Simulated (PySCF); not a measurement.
Species: C₆H₆ClN.
Bonds: N1–C2, C2–C3 (aromatic), C3–C4 (aromatic), C4–C5 (aromatic), C5–C6 (aromatic), C6–C7 (aromatic), C7–Cl8, C2–C7 (aromatic). Hydrogens: H9, H10 on N1; H11 on C3; H12 on C4; H13 on C5; H14 on C6.

Computed geometry: GFN2-xTB, gas phase.

(1) What internal coordinates does the optimisation give?

Results:

(1) 
| bond | length (Å) |
| --- | --- |
| N1–C2 | 1.371 |
| C2–C3 | 1.397 |
| C3–C4 | 1.380 |
| C4–C5 | 1.385 |
| C5–C6 | 1.385 |
| C6–C7 | 1.380 |
| C7–Cl8 | 1.741 |
| C2–C7 | 1.400 |
| N1–H9, N1–H10 | 1.007 |
| C3–H11 | 1.080 |
| C4–H12 | 1.079 |
| C5–H13 | 1.078 |
| C6–H14 | 1.079 |

Bonds in one row agree within 0.01 Å and their mean is given. A selection of angles:
| angle | degrees |
| --- | --- |
| N1–C2–C3 | 121.3 |
| N1–C2–C7 | 121.3 |
| C3–C2–C7 | 117.3 |
| C2–C3–C4 | 121.1 |
| C3–C4–C5 | 120.5 |
| C4–C5–C6 | 119.5 |
| C5–C6–C7 | 119.8 |
| C6–C7–Cl8 | 119.2 |
| C2–C7–C6 | 121.8 |
| C2–C7–Cl8 | 119.0 |
| H9–N1–C2 | 117.1 |
| H10–N1–C2 | 116.2 |

The 6-membered ring C2–C3–C4–C5–C6–C7 has internal angles of 117.3° to 121.8°; it is planar, 0.00 Å rms from its mean plane, widest ring torsion 0°. N1 (aniline-type nitrogen) has angles 117.1°, 116.2° and 116.0°, sum 349.3°, 0.21 Å off the plane of its three neighbours. The 8 heavy atoms lie in one plane (0.018 Å rms). Of the pairs four or more bonds apart, Cl8···H10 is among the closest relative to their van der Waals radii: 2.51 Å, 85 % of the sum of Bondi's values.

Point group: near Cs, missed by 0.31 Å at most; the miss may be what the optimiser left on a soft mode. Stationary, but not proved a minimum.
